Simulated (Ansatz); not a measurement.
Ansatz (an electronic-structure program) input (CCSD(T)/cc-pVDZ):

Ansatz 0.2 input:
```yaml
crystal:
  periodic: [false, false, false]
  atoms:
    - {symbol: C, position_ang: [-1.87553168, -0.34781838, 0.01992119]}
    - {symbol: O, position_ang: [-0.79433697, 0.46619420, 0.15890766]}
    - {symbol: C, position_ang: [0.45678478, -0.06418924, -0.04137165]}
    - {symbol: C, position_ang: [1.50587222, 0.98798525, 0.15782875]}
    - {symbol: O, position_ang: [0.63787662, -1.21317774, -0.33333743]}
    - {symbol: H, position_ang: [-2.81819570, 0.13926959, 0.19227537]}
    - {symbol: H, position_ang: [-1.72326309, -1.38039451, -0.24187567]}
    - {symbol: H, position_ang: [1.43906175, 1.39475630, 1.16794502]}
    - {symbol: H, position_ang: [1.34338670, 1.81299421, -0.53731143]}
    - {symbol: H, position_ang: [2.48794116, 0.55337700, -0.00386490]}
basis:
  gaussian:
    orbitals: cc-pVDZ
magnetization: {spin_polarized: true, initial_magnetization: 1}
correlation: {method: ccsd_t, electrons: outside_noble_gas}
```

End of the output:

```
coupled cluster: 0.64 GiB planned
cycle   1  -20.65228263 eV  change   -3.2e-1 eV  update   1.2e-1
cycle   2  -21.23806182 eV  change   -5.9e-1 eV  update   3.7e-2
cycle   3  -21.41558428 eV  change   -1.8e-1 eV  update   2.2e-2
cycle   4  -21.41224831 eV  change    3.3e-3 eV  update   7.5e-3
cycle   5  -21.41011595 eV  change    2.1e-3 eV  update   3.6e-3
cycle   6  -21.41112853 eV  change   -1.0e-3 eV  update   1.5e-3
cycle   7  -21.41079388 eV  change    3.3e-4 eV  update   6.1e-4
cycle   8  -21.41099031 eV  change   -2.0e-4 eV  update   2.5e-4
cycle   9  -21.41104058 eV  change   -5.0e-5 eV  update   1.0e-4
cycle  10  -21.41095449 eV  change    8.6e-5 eV  update   4.8e-5
cycle  11  -21.41099618 eV  change   -4.2e-5 eV  update   2.1e-5
cycle  12  -21.41099753 eV  change   -1.3e-6 eV  update   8.1e-6
perturbative correction -0.66667119 eV, -0.0244997142 hartree
Total energy: -7266.40022734 eV, -267.0352830116 hartree
```

It need not be the lowest isomer of its formula.
